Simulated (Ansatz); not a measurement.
Li₁₉⁺, relaxed as a singlet with RKS PBE/def2-SVP in Ansatz, starting from the GFN1-xTB geometry. Force threshold 0.02 eV/Å.

The restricted singlet is unstable towards broken spin symmetry in Hartree–Fock (as tested in another run); at PBE/def2-SVP this wasn't settled. Another isomer (singlet) lies 0.30 eV lower at PBE0/def2-TZVP; other spin states weren't run for this one.

Start:

```xyz
19

Li   -0.176   -1.925    2.337
Li    1.310   -3.093    0.283
Li   -1.374    0.384    3.128
Li    0.488    2.795   -2.711
Li    1.170    2.872   -0.122
Li    2.452   -1.304    2.022
Li   -0.677    2.722    1.770
Li    2.115    0.815   -1.981
Li   -0.627    0.396   -2.874
Li   -2.757   -1.353    1.458
Li   -1.529    2.384   -0.961
Li   -1.689   -2.058   -2.763
Li    3.136   -1.278   -0.596
Li   -1.274   -2.735   -0.253
Li   -2.935    1.353    1.143
Li    0.965   -1.849   -2.194
Li   -2.796   -0.198   -1.123
Li    1.189    0.945    2.714
Li    3.010    1.127    0.723
```

| step | energy (eV) | largest force component (eV/Å) | SCF passes |
| --- | --- | --- | --- |
| 1 | -3868.0113 | 0.700 | 28 |
| 2 | -3868.8882 | 0.483 | 25 |
| 3 | -3869.5030 | 0.317 | 24 |
| 4 | -3869.8632 | 0.184 | 25 |
| 5 | -3870.0388 | 0.169 | 25 |
| 6 | -3870.1597 | 0.191 | 26 |
| 7 | -3870.2938 | 0.196 | 25 |
| 8 | -3870.4574 | 0.200 | 24 |
| 9 | -3870.6446 | 0.219 | 26 |
| 10 | -3870.8675 | 0.226 | 30 |
| 11 | -3871.0992 | 0.215 | 30 |
| 12 | -3871.3295 | 0.190 | 29 |
| 13 | -3871.5525 | 0.143 | 29 |
| 14 | -3871.7768 | 0.139 | 25 |
| 15 | -3871.9241 | 0.135 | 24 |
| 16 | -3872.0418 | 0.121 | 24 |
| 17 | -3872.1278 | 0.074 | 25 |
| 18 | -3872.1699 | 0.048 | 25 |
| 19 (rejected) | -3872.1084 | 0.168 | 27 |
| 20 | -3872.1776 | 0.016 | 24 |
| 21 | -3872.1788 | 0.009 | 24 |

Force components are those of the run's own axes.

End:

Cartesian coordinates in Å:
```
Li -0.157 -1.847 2.268
Li 0.113 -3.811 -0.181
Li -0.411 0.605 4.116
Li 0.490 3.229 -3.214
Li 1.458 3.479 -0.184
Li 2.494 -0.657 3.292
Li -0.789 3.180 2.057
Li 1.629 0.924 -1.609
Li -0.806 0.284 -3.271
Li -2.753 -2.566 0.633
Li -1.027 2.077 -0.855
Li -1.905 -2.765 -2.482
Li 2.167 -1.465 0.327
Li -0.658 -1.090 -0.650
Li -2.105 0.390 1.541
Li 1.195 -2.014 -2.640
Li -3.248 -0.086 -1.378
Li 0.763 0.839 1.404
Li 3.551 1.296 0.826
```

Bonds lost: Li2–Li6, Li2–Li16, Li3–Li7, Li3–Li10, Li6–Li19, Li9–Li12, Li10–Li17 (atoms count from 1). Bonds formed: Li1–Li13, Li1–Li15, Li8–Li11, Li9–Li14, Li13–Li14, Li13–Li18, Li14–Li15, Li15–Li18 (atoms count from 1). Metal–metal contacts that move far: Li4–Li9 2.65 to 3.22 Å, Li5–Li7 2.65 to 3.19 Å, Li5–Li19 2.67 to 3.19 Å, Li4–Li5 2.68 to 3.19 Å.

The force fell under the threshold at step 20, but the optimiser went on. No frequencies were taken in this run, so the end may be a saddle point.

Run time 82 s (4 threads of Arm Neoverse V2 on a shared host).
